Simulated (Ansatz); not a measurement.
Reaction (formal exchange of groups at the Si–N bond): `N[Si]1(F)CS1` + `CN[CH2][GeH3]` → `F[Si]1([GeH3])CS1` + `CNCN`

Calculated with Ansatz (gas phase, PBE0-D4/def2-TZVP geometries, no zero-point term in ΔE). CBS: MP2 limit from def2 TZ/QZ plus the TZ coupled-cluster correction, frozen cores. DFT in def2-TZVPP. For Ge outer-core shells are correlated without core-valence functions, which leaves a few kJ/mol of doubt a bond. Scalar relativity is left out up to krypton. One conformer a species, not always the lowest.

```
             level  ΔE (kJ/mol)
           PBE0-D4         68.1
           ωB97X-V         77.0
           ωB97M-V         81.6
               PBE         59.8
              PBE0         68.0
    MP2/def2-TZVPP         89.0
SCS-MP2/def2-TZVPP         88.3
     MP2/CBS(def2)         90.9
```

**Question.** What does CCSD(T)/CBS give? (An estimate is asked.)

**Answer.** The calculation gave: +83.5 kJ/mol. The listed levels differ from it by -15.4, -6.5, -1.9, -23.7, -15.5, 5.5, 4.8, 7.4 kJ/mol.

Largest T1 diagnostic among the species: 0.013.

From PBE to PBE0 (25 % exact exchange), in def2-TZVPP and without D4, ΔE moves by +8.2 kJ/mol. In def2-TZVPP, CCSD(T) changes the Hartree–Fock value by −10.4 kJ/mol (the triples alone add −2.6 kJ/mol) and MP2 by −3.0 kJ/mol.
